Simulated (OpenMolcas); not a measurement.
## Hf2+: the spin-orbit constant, worked from levels

```yaml
Program: OpenMolcas 26.06
Basis: ANO-RCC-VTZP [8s7p5d3f2g1h]
Scalar_Hamiltonian: DKH2, point nucleus
Active_space: 2 electrons in 10 orbitals (5d 6d)
State_averaging: 2S+1 = 3 even, 10 roots; 2S+1 = 1 even, 15 roots
Spin-orbit_coupling: state interaction with AMFI integrals over the reference wave functions, term energies averaged over their components
```

Methods: CASSCF; SS-CASPT2, IPEA 0.25 Eh, imaginary shift 0.1 Eh (closed shells correlated: 5s 5p).

**The spin-orbit constant.** For the Hund term ³F of d2, E(J) = (A/2) J(J+1) + constant and ζ = 2S·A = 2A. From J = 2 to J = 4 the energy changes by 7 A.

```
   Source  E(4) - E(2)      A     ζ
   CASSCF       6145.2  877.9  1756
SS-CASPT2       6164.5  880.6  1761
```

All in cm-1. Both methods take the spin-orbit matrix elements from the reference wave functions, so the second can move ζ only through the term energies and any multistate remixing. Second-order mixing with other terms is absorbed into this ζ.

CASPT2 does not keep the components of a term degenerate, so their means are used; among the terms shown or strongly mixed into the levels shown the widest spread is 470 cm-1 (5d² ³F, SS-CASPT2). Active for correlation alone: 6d; no level in the range computed is led by a configuration that fills it, so any true level of that kind is missing. Without dynamic correlation excited terms often stand tens of per cent too high (terms of higher spin than the ground term too low), and those without a measured partner can miss by more than the paired ones (holds for CASSCF). Only configurations of the active space appear.
